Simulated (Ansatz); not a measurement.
Basis-set extrapolation for CH$_{8}$BNSi$_{2}$ (`C[SiH2]B1N[SiH2]1`) (PBE0-D4/def2-TZVP geometry, frozen core, Ansatz). Multiplicity 1, RHF reference.

|  | def2-TZVPP | def2-QZVPP |
| --- | --- | --- |
| HF | -699.595073 | -699.618621 |
| MP2 correlation | -0.726842 | -0.776426 |
| CCSD(T) correlation | -0.819531 | not run |

Energies in hartree. Use E(X) = E(∞) + A·exp(−7.88·√X) for Hartree–Fock and E(X) = E(∞) + B·X^(−2.97) for correlation, with X = 3 and 4, and add CCSD(T) minus MP2 of the smaller set to the MP2 limit.

What is the CCSD(T) energy at the basis-set limit?

HF limit: -699.618621 + (-0.023548) × 0.13774 = -699.62186. MP2 limit: -0.776426 + (-0.049584) × 0.74074 = -0.81315. Higher-order term: -0.819531 − (-0.726842) = -0.09269. Total: -700.52770 hartree, 296.9 kJ/mol below CCSD(T)/def2-TZVPP.
